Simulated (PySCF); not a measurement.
B3LYP has the VWN-RPA correlation part, as in Gaussian. 

```xyz
12

C     -1.6446     0.1706    -0.3560
C     -0.2942    -0.5147    -0.1943
C      0.7222     0.3594     0.5281
N      2.0270     0.0653     0.2642
O      0.4044     1.2424     1.3009
H     -2.3698    -0.5106    -0.8030
H     -2.0210     0.5005     0.6108
H     -1.5621     1.0508    -0.9951
H     -0.4037    -1.4272     0.4015
H      0.1061    -0.8261    -1.1630
H      2.7426     0.5660     0.7636
H      2.2931    -0.6764    -0.3576
```

Charge 0, multiplicity 1.

Problem. Give the Mulliken and meta-Löwdin atomic charges from B3LYP-D3(BJ)/def2-TZVP run with PySCF.

Solution. 
```json
[
 {"atom": "C1", "Mulliken (e)": "-0.33", "meta-Löwdin (e)": "-0.32"},
 {"atom": "C2", "Mulliken (e)": "-0.19", "meta-Löwdin (e)": "-0.23"},
 {"atom": "C3", "Mulliken (e)": "0.27", "meta-Löwdin (e)": "0.43"},
 {"atom": "N4", "Mulliken (e)": "-0.41", "meta-Löwdin (e)": "-0.44"},
 {"atom": "O5", "Mulliken (e)": "-0.35", "meta-Löwdin (e)": "-0.50"},
 {"atom": "H6", "Mulliken (e)": "0.11", "meta-Löwdin (e)": "0.11"},
 {"atom": "H7", "Mulliken (e)": "0.13", "meta-Löwdin (e)": "0.13"},
 {"atom": "H8", "Mulliken (e)": "0.11", "meta-Löwdin (e)": "0.11"},
 {"atom": "H9", "Mulliken (e)": "0.11", "meta-Löwdin (e)": "0.12"},
 {"atom": "H10", "Mulliken (e)": "0.09", "meta-Löwdin (e)": "0.10"},
 {"atom": "H11", "Mulliken (e)": "0.23", "meta-Löwdin (e)": "0.25"},
 {"atom": "H12", "Mulliken (e)": "0.23", "meta-Löwdin (e)": "0.24"}
]
```
